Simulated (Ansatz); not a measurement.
Reaction (formal exchange of groups at the Al–Si bond): `CO[SiH2][AlH2]` + `[OH][SnH3]` → `[OH][SnH2][AlH2]` + `CO[SiH3]`

Isolated molecules relaxed with PBE0-D4/def2-TZVP in Ansatz; ΔE leaves out vibrations. CBS: MP2 limit from def2 TZ/QZ plus the TZ coupled-cluster correction, frozen cores. Functionals use def2-TZVPP. B3LYP here is the variant with VWN-RPA as its local correlation; programs differ in this. HSE06 is defined as in plane-wave codes. def2 core potentials past Kr. For Sn outer-core shells are correlated without core-valence functions, which leaves a few kJ/mol of doubt a bond. One conformer a species, not always the lowest.

`CO[SiH2][AlH2]`:

Z-matrix (Å, degrees):
```
C
O 1 1.409
H 1 1.092 2 108.4
H 1 1.097 2 111.4 3 -119.4
H 1 1.097 2 111.4 3 119.4
Si 2 1.654 1 121.6 3 -179.6
Al 6 2.459 2 108.9 1 179.9
H 6 1.500 2 109.6 1 -57.1
H 6 1.500 2 109.5 1 56.9
H 7 1.588 6 122.1 2 -0.1
H 7 1.591 6 118.8 2 180.0
```

`[OH][SnH3]`:

Cartesian coordinates in Å:
```
O -1.187 0.904 0.165
Sn 0.321 -0.300 -0.227
H -1.211 1.197 1.078
H 0.186 -1.681 0.770
H 1.779 0.536 0.088
H 0.112 -0.656 -1.874
```

`[OH][SnH2][AlH2]`:

Cartesian coordinates in Å:
```
O -1.324 -0.060 -1.710
Sn -0.124 -0.893 -0.366
Al 0.984 1.031 1.122
H -1.991 0.504 -1.312
H -1.078 -2.023 0.514
H 0.933 -1.777 -1.377
H 0.233 2.422 1.263
H 2.367 0.797 1.866
```

`CO[SiH3]`:

Z-matrix (Å, degrees):
```
C
O 1 1.408
H 1 1.091 2 108.3
H 1 1.096 2 111.5 3 119.2
H 1 1.096 2 111.5 3 -119.2
Si 2 1.642 1 122.4 3 -179.7
H 6 1.481 2 106.5 1 179.8
H 6 1.490 2 110.9 1 59.7
H 6 1.490 2 110.9 1 -60.1
```

Is it downhill or uphill in electronic energy at CCSD(T)/CBS, and by how much? (Best estimate.)

Ansatz gave: Downhill: ΔE = -49.9 kJ/mol.

What do these levels give: B3LYP-D4, HSE06-D4, ωB97M-V, r2SCAN, CAM-B3LYP, SCS-MP2/def2-TZVPP? (Estimate.)

The calculation gave: B3LYP-D4 -46.9, HSE06-D4 -42.8, ωB97M-V -47.1, r2SCAN -46.0, CAM-B3LYP -45.4, SCS-MP2/def2-TZVPP -50.4 kJ/mol.

Largest T1 diagnostic among the species: 0.014.

Leaving LDA and LC-ωPBE aside and taking each functional with its dispersion term where it has one, the values, not all of them listed here, spread over 14.4 kJ/mol, from B2PLYP to B97M-V. At CCSD(T), def2-SVP lies +4.5 kJ/mol from the extrapolated value and def2-TZVPP +5.3 kJ/mol.
